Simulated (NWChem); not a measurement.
Molecule: CHCl2, doublet; SMILES Cl[CH]Cl

```xyz
4

Cl    -0.1739     0.0078     1.4704
C      0.6810     0.0424     0.0000
Cl    -0.1739     0.0078    -1.4704
H      1.6975    -0.3554     0.0000
```
Atoms are numbered in this order, from 1.

Program: NWChem. Geometry optimised at PBE0/def2-SVP; all other runs use it. Spin-unrestricted. In the optimisation the excess spin sits in a' (Cs, its own frame). Excited states of an open shell can be spin-contaminated.

```json
[
 {"quantity": "A(iso) 35Cl atom 3 (MHz)", "level": "BHandHLYP/IGLO-II", "value": "14.0"},
 {"quantity": "cavity-dispersion-structure term (kcal/mol) in 1,4-dioxane", "level": "PBE/def2-SVP, SMD", "value": "-0.2"},
 {"quantity": "vertical, lowest excitation (eV)", "level": "BHandHLYP/def2-SVPD, TDA", "value": "4.66"},
 {"quantity": "lowest empty minus highest occupied level, either spin (eV)", "level": "PW6B95/def2-SVP", "value": "4.17"},
 {"quantity": "dipole (D)", "level": "PBE0/def2-SVP", "value": "0.91"},
 {"quantity": "highest harmonic frequency (cm⁻¹)", "level": "PBE0/def2-SVP", "value": "3250"}
]
```
